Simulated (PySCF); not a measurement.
Isomers of C7H10O, one GFN2-xTB conformer each. Single-point energies are computed at wB97X-D/def2-SVPD (PySCF, gas phase, no added dispersion term), electronic only.

Task: Rank them by wB97X-D/def2-SVPD energy, lowest first (kcal/mol).
A. `[OH:1][CH2:2][C:3]1=[CH:4][CH2:5][CH2:6][CH:7]=[CH:8]1` with H–O1–C2–C3 -55°, O1–C2–C3–C4 123°, C3–C4–C5–C6 -31°, C4–C5–C6–C7 43°, C5–C6–C7–C8 -31°, C2–C3–C8–C7 -166°
B. `[CH:1]#[C:2]/[C:3](=[CH:4]/[CH2:5][CH3:6])[CH2:7][OH:8]` with C3–C4–C5–C6 107°, C2–C3–C7–O8 -88°, C3–C7–O8–H 57°
C. `[CH:1]#[C:2][C:3](=[CH2:4])[O:5][CH:6]([CH3:7])[CH3:8]` with C2–C3–O5–C6 180°, C3–O5–C6–C7 -159°
D. `[CH2:1]=[CH:2][CH2:3][C@H:4]([CH:5]=[CH2:6])[CH:7]=[O:8]` with C1–C2–C3–C4 -118°, C2–C3–C4–C5 -65°, C3–C4–C5–C6 131°, C3–C4–C7–O8 7°
E. `[CH3:1][CH2:2][C@@H:3]1[CH2:4][CH:5]=[CH:6][C:7]1=[O:8]` with C1–C2–C3–C4 -174°

Result: E (0.0), A (15.2), D (34.1), B (56.0), C (59.5).

As drawn, the lowest has a C=O bond, which the highest lacks; the highest has a C≡C bond, which the lowest lacks. GFN2-xTB itself gives, in the same order: 0.0, 15.5, 43.7, 51.7, 47.7. Both levels put the same isomer lowest; measured from each level's own lowest isomer, the values differ by up to 11.8 kcal/mol (C#CC(=C)OC(C)C: 47.7 against 59.5).

Task: Which frontier levels, dipoles and rotational constants go with these structures?

Result: 
```
           SMILES  HOMO (eV, wB97X-D/def2-SVPD)  LUMO (eV)  dipole (D)      A, B, C (MHz)
CC[C@@H]1CC=CC1=O                         -8.91       0.39        3.81   3360, 1842, 1293
     OCC1=CCCC=C1                         -8.09       1.01        2.12   4463, 1407, 1151
C=CC[C@H](C=C)C=O                         -9.14       0.67        2.65  2395, 1506, 996.1
   C#C/C(=C/CC)CO                         -8.67       0.84        1.27  2721, 1307, 967.0
   C#CC(=C)OC(C)C                         -8.49       1.23        1.36   3953, 1198, 1038
```
